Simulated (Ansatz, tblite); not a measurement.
Removing and adding an electron: BeMe(NH2) (CH₅BeN). The state is a singlet with charge 0. Geometry: r2SCAN-D4/def2-TZVP. Ansatz, gas phase; energy differences of separate SCF runs; the oxidised species was run as a doublet alone; the reduced species was run as a doublet alone.

```xyz
8

Be   -0.132   -0.114   -0.228
C     0.615    0.593    1.109
H     0.020    1.395    1.554
H     1.589    1.024    0.854
H     0.803   -0.139    1.902
N    -0.793   -0.755   -1.422
H    -0.740   -0.418   -2.371
H    -1.362   -1.586   -1.398
```

The xTB rows come from tblite. Correlated methods freeze 2 core orbitals. HOMO above LUMO, or a gap near zero within one spin, warns that the state may not be the lowest or that an electron is smeared out.

```tsv
level	−HOMO (eV)	vertical IE (eV)	−LUMO (eV)	vertical EA (eV)	HOMO–LUMO gap (eV)	IE − EA (eV)	remarks
GFN1-xTB	10.40	14.34	4.94	1.24	5.47	13.09	–
HF/def2-TZVPD	–	–	–	-1.28	–	–	HOMO above zero (-1 doublet)
HF/def2-TZVPP	–	8.26	–	–	–	–	–
PBE-D4/def2-TZVP	5.75	9.58	0.59	–	5.16	–	gap within one spin near zero (+1 doublet)
r2SCAN-D4/def2-TZVP	6.01	9.58	-0.06	–	6.07	–	–
PBE0-D4/def2-TZVPD	7.22	–	0.12	-0.77	7.10	–	HOMO above zero (-1 doublet)
MP2/def2-TZVPP	–	9.91	–	–	–	–	–
CCSD/def2-TZVPP	–	9.68	–	–	–	–	–
```

(1) Estimate the rows for GFN2-xTB, PBE-D4/def2-TZVPD, r2SCAN-D4/def2-TZVPD, PBE0-D4/def2-TZVP, MP2/def2-TZVPD, CCSD/def2-TZVPD, CCSD(T)/def2-TZVPD, CCSD(T)/def2-TZVPP.

## Answers

(1) 
| level | −HOMO (eV) | vertical IE (eV) | −LUMO (eV) | vertical EA (eV) | HOMO–LUMO gap (eV) | IE − EA (eV) | remarks |
| --- | --- | --- | --- | --- | --- | --- | --- |
| GFN2-xTB | 9.91 | 13.61 | 3.84 | -0.76 | 6.08 | 14.37 | – |
| PBE-D4/def2-TZVPD | 5.85 | – | 0.71 | -0.66 | 5.14 | – | HOMO above zero (-1 doublet) |
| r2SCAN-D4/def2-TZVPD | 6.08 | – | 0.07 | -0.81 | 6.02 | – | HOMO above zero (-1 doublet) |
| PBE0-D4/def2-TZVP | 7.14 | 9.73 | 0.01 | – | 7.13 | – | – |
| MP2/def2-TZVPD | – | – | – | -0.97 | – | – | HOMO above zero (-1 doublet) |
| CCSD/def2-TZVPD | – | – | – | -0.95 | – | – | HOMO above zero (-1 doublet) |
| CCSD(T)/def2-TZVPD | – | – | – | -0.90 | – | – | HOMO above zero (-1 doublet) |
| CCSD(T)/def2-TZVPP | – | 9.78 | – | – | – | – | – |

   A HOMO above zero means that the electron is unbound at that level or that self-interaction error raises the level; the energy of removing that electron tells which. Raw xTB energy differences between charge states are shifted by several eV; the methods need an empirical correction for them. A negative affinity means that the extra electron isn't bound; its size then hangs on the basis.
